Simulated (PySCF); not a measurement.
## SrCl: script and output

Input:

```python
from pyscf import gto, dft, tdscf

mol = gto.M(
    atom='Sr 0 0 0; Cl 0 0 2.492',
    basis='def2-svpd',
    ecp={'Sr': 'def2-svpd'},
    charge=0,
    spin=1,
    verbose=3,
)
mf = dft.UKS(mol, xc='b3lyp5')
mf.kernel()
td = tdscf.TDA(mf)
td.nstates = 3
td.kernel()
td.analyze(verbose=3)
mf.dip_moment()
print('orbital energies (hartree):', [e[max(0, n-3):n+3].round(4) for e, n in zip(mf.mo_energy, mol.nelec)])
```

```bash
$ OMP_NUM_THREADS=1 python input.py
```

The log (some set-up lines and the per-cycle HOMO/LUMO lines with their warnings removed):

```
converged SCF energy = -490.757944366107  <S^2> = 0.75013017  2S+1 = 2.0001302
Excitation energies (eV)
[1.92403295 1.92403295 1.97902752]

** Excitation energies and oscillator strengths **
Excited State   1:      1.92403 eV    644.40 nm  f=0.2147
Excited State   2:      1.92403 eV    644.40 nm  f=0.2147
Excited State   3:      1.97903 eV    626.49 nm  f=0.1519
Dipole moment(X, Y, Z, Debye): -0.00000, -0.00000, -4.62491
orbital energies (hartree): [array([-0.281 , -0.281 , -0.1439, -0.0448, -0.0448, -0.0369]), array([-0.2945, -0.2808, -0.2808, -0.0879, -0.0246, -0.0246])]
```

In short: E(SCF) = -490.757944 Eh, ⟨S²⟩ = 0.750, μz(SCF) = -4.62 D, first excitations without spin–orbit coupling 1.92, 1.92, 1.98 eV.

Hardware: Arm Neoverse V2, 1 thread, shared host. Wall time 12 s, peak memory 0.25 GiB.

The bond length is a typed value, not an optimised one. No search for the lowest solution was made.
